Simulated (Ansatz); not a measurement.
A nudged elastic band was laid between two geometries of C4H12OSi (18 atoms, charge 0, multiplicity 1).

The calculation used Ansatz, UHF/STO-3G.

- movable images: 5
- climbing image: yes
- spring: 5.0 eV/Å²
- optimiser: quadratic models (default)
- start path: through a guess of the saddle point
- force threshold: 0.05 eV/Å
- iteration limit: 60
- end points: relaxed

Initial state:

```xyz
18
Properties=species:S:1:pos:R:3
C 0.982 -0.541 -2.087
C 1.449 -0.625 -0.620
C 0.603 0.236 0.365
O 0.632 1.632 0.004
Si -1.211 -0.280 0.497
C -1.999 0.555 1.961
H 1.681 -1.060 -2.736
H 0.004 -0.994 -2.214
H 0.921 0.495 -2.407
H 1.433 -1.662 -0.289
H 2.486 -0.293 -0.566
H 1.060 0.107 1.354
H 1.593 1.873 0.013
H -1.910 0.065 -0.693
H -1.261 -1.694 0.664
H -1.947 1.633 1.870
H -1.509 0.280 2.886
H -3.043 0.284 2.050
```

Final state:

```xyz
18
Properties=species:S:1:pos:R:3
C 0.940 -0.514 -2.070
C 1.451 -0.796 -0.631
C 0.715 -0.207 0.596
O 0.846 1.444 0.228
Si -1.165 -0.420 0.509
C -1.970 0.464 1.945
H 1.618 -0.938 -2.805
H -0.042 -0.946 -2.233
H 0.869 0.554 -2.260
H 1.440 -1.875 -0.474
H 2.504 -0.508 -0.599
H 0.655 1.923 1.069
H 1.802 1.632 0.074
H -1.817 0.054 -0.670
H -1.453 -1.811 0.619
H -1.849 1.538 1.878
H -1.547 0.150 2.891
H -3.034 0.268 1.985
```

Task: What changes between the two ends?

Result: Bonds broken: C3–H12. Bonds formed: O4–H12.

Task: What energy profile does the band end with?

Result: The forces met the threshold. The highest image is number 4 of 0 to 6, 5.36 eV above the first end and 0.73 eV above the last; the last end lies 4.64 eV above the first. Neighbouring images differ by up to 2.6 eV, so the band resolves the path poorly. A vibrational analysis at the climbing image gives one clearly imaginary mode, 1500i cm⁻¹: a first-order saddle point. The orbitals stay closed-shell, which can raise the energy where a bond breaks towards radicals; this wasn't checked here. Limits of this set-up: minimal basis.

```tsv
image	path coordinate (Å)	energy (eV)	C3–H12 (Å)	O4–H12 (Å)
0	0.00	0.00	1.10	2.08
1	0.39	0.03	1.10	2.06
2	0.77	0.75	1.09	1.82
3	1.16	3.38	1.14	1.44
4	1.55	5.36	1.41	1.05
5	2.23	4.69	2.09	0.98
6	2.91	4.64	2.18	0.99
```

Task: What is the geometry of the highest image?

Result: 
```xyz
18
Properties=species:S:1:pos:R:3
C 0.977 -0.508 -2.060
C 1.458 -0.712 -0.601
C 0.636 -0.073 0.529
O 0.744 1.592 0.255
Si -1.211 -0.377 0.520
C -2.011 0.486 1.966
H 1.686 -0.944 -2.758
H 0.013 -0.978 -2.225
H 0.878 0.547 -2.299
H 1.465 -1.781 -0.388
H 2.500 -0.392 -0.541
H 1.085 1.115 1.132
H 1.569 1.752 -0.264
H -1.870 0.057 -0.668
H -1.414 -1.782 0.640
H -1.882 1.559 1.905
H -1.587 0.159 2.906
H -3.075 0.290 2.003
```

Run time: 120 s on 1 thread of Arm Neoverse V2, with other jobs on the host, peak memory 0.13 GiB.
